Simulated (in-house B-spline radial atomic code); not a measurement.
Results of a calculation; reference values are marked as such.
## Building a PAW s channel for Al, r_c = 1.87 bohr

Al, [Ne] 3s2 3p1, non-relativistic PBE, spherical and spin-unpolarised, from an all-electron radial atomic-structure program (B-spline basis) (atomic units; all potentials screened as in the neutral atom).

Two all-electron partial waves φ1, φ2 are integrated outwards at E1 = ε(3s) = -0.284084 and E2 = E1 + 1.5 hartree; φ1 is the bound orbital and φ2 has unit norm inside r_c = 1.8748 bohr. Smooth partners are polynomials, r^1(a0 + a1 r² + a2 r⁴ + a3 r⁶), matched to φ and three derivatives at r_c, with no condition on the norm. The local potential is -7.74803 + (6.92044) r² + (-2.44253) r⁴ + (0.299319) r⁶ inside 1.5349 bohr and the all-electron one outside.

```tsv
wave	φ(r_c)	φ'(r_c)	a0	a1	a2	a3
1	0.6612707	0.1282925	0.2425709	0.1365789	-0.0418849	0.003397857
2	0.5041917	-2.091546	1.451953	-0.2216572	-0.06561917	0.009366674
```

Inside r_c the overlaps are <φi φj> = [[0.26463, 0.48259], [0.48259, 1.00000]] and, for the smooth waves, [[0.28288, 0.59647], [0.59647, 1.54638]]. With χj = (Ej − T − V_local) applied to smooth wave j, the program's quadrature gives the matrix B_ij = <smooth i, χj> as [[0.29348, 1.19822], [1.02739, 4.31889]].

Problem. Check the match of the first wave, and find the augmentation charges q_ij.

Solution. At r_c the four terms are 0.45477, 0.90001, -0.97014, 0.27662, which sum to 0.6613, φ1(r_c) to rounding. q_ij is the all-electron overlap less the smooth one: [[-0.01825, -0.11389], [-0.11389, -0.54638]]. The smooth first wave has a norm of 0.2829 inside r_c against 0.2646, so q11 is negative and must stay small enough for the overlap operator to be positive.

Problem. B isn't symmetric. Show that D_ij = B_ij + Ej q_ij is.

Solution. Integrating by parts gives B12 − B21 = (E1 − E2) q12: 1.19822 − (1.02739) = 0.17083, and −1.5 × (-0.11389) = 0.17083. So D12 = 1.19822 + (1.215916)(-0.11389) = 1.05974 and D21 = 1.02739 + (-0.284084)(-0.11389) = 1.05974; D11 = 0.29866, D22 = 3.65454. The projectors, p = (B⁻¹)ᵀ χ, are dual to the smooth waves; det B = 0.036.

Solving (T + V_local + Σ p D p) ψ = E (1 + Σ p q p) ψ in a sphere of 9 bohr, whose wall lifts the free-atom level a little, gives these levels:

| all-electron | one projector | two projectors |
| --- | --- | --- |
| -0.283989 | -0.283989 | -19.903700 |
| 0.053921 | 0.050430 | -0.283989 |
| 0.373267 | 0.232246 | 0.053914 |
| 0.848903 | 0.403040 | 0.373245 |
| 1.468500 | 0.876875 | 0.848887 |

Problem. What does the second projector gain?

Solution. With one projector the errors are 0.00, -3.49 millihartree, and the level at 0.2322 is out of step with the all-electron series: an extra state, or one far too low, so the pairing ends there; skipping it, the next levels are off by +29.8, +28.0 millihartree. With two a ghost lies below the reference level, so the set fails. The lowest eigenvalue of the overlap operator is 0.7961 with one and 0.03703 with two projectors. The smooth orbital alone needs a cutoff of 4.74 hartree for 1 millihartree of kinetic energy, against 6.06 for a norm-conserving Troullier-Martins orbital of the same radius, which is no gain while the set fails.
